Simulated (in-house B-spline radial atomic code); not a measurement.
Successive ionisation energies of selenium; each step leads to the configuration of the next row (after the last: [He] 2s2 2p1/2(1)). Dirac energy differences include first-order Breit, QED and recoil terms. NIST's values go from ground level to ground level; the uncertainty of those that are theory runs from under 0.1 % in few-electron ions to several per cent in heavy many-electron ones. Computed with a radial B-spline atomic code at the basis-set limit: Dirac-Hartree-Fock, jj configuration that fills j = l - 1/2 first, finite nuclei.

A number in brackets counts the electrons of a j subshell.

| ion | configuration | ionisation energy (eV) | tabulated value (eV) | computed minus tabulated (eV) | highest orbital | largest mean radius (bohr) |
| --- | --- | --- | --- | --- | --- | --- |
| Se12+ | [Ar] 3d3/2(4) | 381.4 | 383 | -2 | 3d3/2 | 0.54011 |
| Se13+ | [Ar] 3d3/2(3) | 425.0 | 426 | -1 | 3d3/2 | 0.53174 |
| Se14+ | [Ar] 3d3/2(2) | 470.2 | 473 | -3 | 3d3/2 | 0.52352 |
| Se15+ | [Ar] 3d3/2(1) | 517.0 | 517 | 0 | 3d3/2 | 0.51576 |
| Se16+ | [Ne] 3s2 3p6 | 649.4 | 650.5 | -1 | 3p3/2 | 0.50952 |
| Se17+ | [Ne] 3s2 3p1/2(2) 3p3/2(3) | 694.6 | 693.4 | 1 | 3p3/2 | 0.50455 |
| Se18+ | [Ne] 3s2 3p1/2(2) 3p3/2(2) | 740.6 | 739.8 | 1 | 3p3/2 | 0.49968 |
| Se19+ | [Ne] 3s2 3p1/2(2) 3p3/2(1) | 787.6 | 798 | -10 | 3p3/2 | 0.49491 |
| Se20+ | [Ne] 3s2 3p1/2(2) | 841.2 | 845.8 | -5 | 3p1/2 | 0.49022 |
| Se21+ | [Ne] 3s2 3p1/2(1) | 892.3 | 887 | 5 | 3p1/2 | 0.48559 |
| Se22+ | [Ne] 3s2 | 984.8 | 989.6 | -5 | 3s1/2 | 0.48105 |
| Se23+ | [Ne] 3s1 | 1035.6 | 1036.36 | -1 | 3s1/2 | 0.47605 |
| Se24+ | [He] 2s2 2p6 | 2537.1 | 2540.7 | -4 | 2p3/2 | 0.19132 |
| Se25+ | [He] 2s2 2p1/2(2) 2p3/2(3) | 2675.7 | 2674 | 2 | 2p3/2 | 0.18951 |
| Se26+ | [He] 2s2 2p1/2(2) 2p3/2(2) | 2817.3 | 2820 | -3 | 2p3/2 | 0.18773 |
| Se27+ | [He] 2s2 2p1/2(2) 2p3/2(1) | 2961.8 | 2964 | -2 | 2p3/2 | 0.18598 |
| Se28+ | [He] 2s2 2p1/2(2) | 3146.9 | 3146 | 1 | 2p1/2 | 0.18425 |

Q: Where is the largest jump?

A: From Se23+ to Se24+, by a factor of 2.45 (1035.6 to 2537.1 eV); the highest orbital goes from 3s1/2 to 2p3/2.

Q: How far is this level of theory from the measured and semi-empirical values?

A: Over those 13 rows the differences run from -10.4 to +5.25 eV (mean absolute value 3.1 eV). The calculation leaves out correlation and, in open shells, the multiplet splittings that an average leaves out.
